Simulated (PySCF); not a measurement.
## Deuteron quadrupole couplings in `CC(C)(C)P1(=O)CC1`

Compound: C₆H₁₃OP.
Structure used (GFN2-xTB), in Å, numbered top down from 1:
```
atom  x, y, z in Å
C1    -1.3422    0.8967    1.3135
C2    -0.7838    0.0604    0.1676
C3    -1.5986    0.2632   -1.1049
C4    -0.7005   -1.4090    0.5431
P5     0.8885    0.7915   -0.1983
O6     0.9149    2.2117   -0.5741
C7     2.1319   -0.3589   -0.8366
C8     2.2868    0.0361    0.6687
H9    -1.3155    1.9523    1.0475
H10   -0.7450    0.7564    2.2140
H11   -2.3724    0.6164    1.5281
H12   -1.5707    1.3114   -1.3977
H13   -2.6363   -0.0290   -0.9485
H14   -1.1867   -0.3304   -1.9203
H15   -0.2682   -1.9957   -0.2641
H16   -0.1034   -1.5508    1.4408
H17   -1.7020   -1.7900    0.7392
H18    1.9309   -1.4013   -1.0313
H19    2.8693    0.0630   -1.5070
H20    3.1173    0.6920    0.8954
H21    2.1768   -0.7689    1.3792
```

Level: PBE0/pcSseg-1 (PySCF, non-relativistic); Q(2H) = 0.00286 b; rigid geometry, the same for H and D, with no vibrational averaging.

**Question.** Rank these positions by the coupling χzz of a deuteron there, largest first.
A. H20 (methylene hydrogen)
B. H9 (methyl hydrogen)
C. H18 (methylene hydrogen)
D. H17 (methyl hydrogen)

**Answer.** C (226 kHz), A (221 kHz), D (210 kHz), B (205 kHz).

**Question.** What are Vzz, η and χzz (234.96 MHz × Q × Vzz) at all hydrogens?

**Answer.** 
| atom | bonded to | bond length (Å) | Vzz (au) | η | χzz (kHz) |
| --- | --- | --- | --- | --- | --- |
| H9 | C1 | 1.089 | 0.3050 | 0.02 | 205 |
| H10 | C1 | 1.090 | 0.3096 | 0.03 | 208 |
| H11 | C1 | 1.089 | 0.3133 | 0.03 | 211 |
| H12 | C3 | 1.089 | 0.3052 | 0.02 | 205 |
| H13 | C3 | 1.089 | 0.3128 | 0.03 | 210 |
| H14 | C3 | 1.090 | 0.3099 | 0.03 | 208 |
| H15 | C4 | 1.088 | 0.3144 | 0.02 | 211 |
| H16 | C4 | 1.087 | 0.3144 | 0.02 | 211 |
| H17 | C4 | 1.089 | 0.3119 | 0.02 | 210 |
| H18 | C7 | 1.079 | 0.3366 | 0.06 | 226 |
| H19 | C7 | 1.082 | 0.3286 | 0.07 | 221 |
| H20 | C8 | 1.082 | 0.3285 | 0.07 | 221 |
| H21 | C8 | 1.079 | 0.3365 | 0.06 | 226 |

**Question.** How does χzz go with the bond length over the 13 C–H bonds?

**Answer.** A straight-line fit has a slope of -18.1 kHz for each 0.01 Å, with a correlation coefficient of -0.97, over lengths from 1.079 to 1.090 Å. The longer bonds have the smaller couplings here.

**Question.** Give the 2H NMR doublet splittings at H16 for a magnetic field along the z, y and x axes of the gradient: 3χ/2, 3χ(1 + η)/4, 3χ(1 − η)/4.

**Answer.** With |χ| = 211.3 kHz and η = 0.017: 317, 161 and 156 kHz, to first order and without motion.

Isolated species at its GFN2-xTB geometry, gas phase. GFN2-xTB bond lengths can be off by several hundredths of an ångström, more for odd bonds, and the gradients follow them. With so small a basis the couplings can be 20 % off.
